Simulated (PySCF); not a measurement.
Vertical excitations of a molecule C4H7O2, multiplicity 2 from PySCF with TDA-M06-2X/def2-SVPD, as energy in eV (oscillator strength): 4.90 (0.004), 4.95 (0.004), 5.55 (0.001), 5.86 (0.007), 5.92 (0.038), 6.21 (0.019), 6.35 (0.036), 6.69 (0.001), 6.84 (0.016), 7.14 (0.018). Geometry optimised at B3LYP-D3(BJ)/def2-SVP. Other conformers were not sampled.

Q: Which structure fits?
A. C[C](C)C(=O)O
B. [CH2]C(=O)OCC
C. [CH]1COCCO1
D. [CH2]COC(C)=O

A: C, [CH]1COCCO1
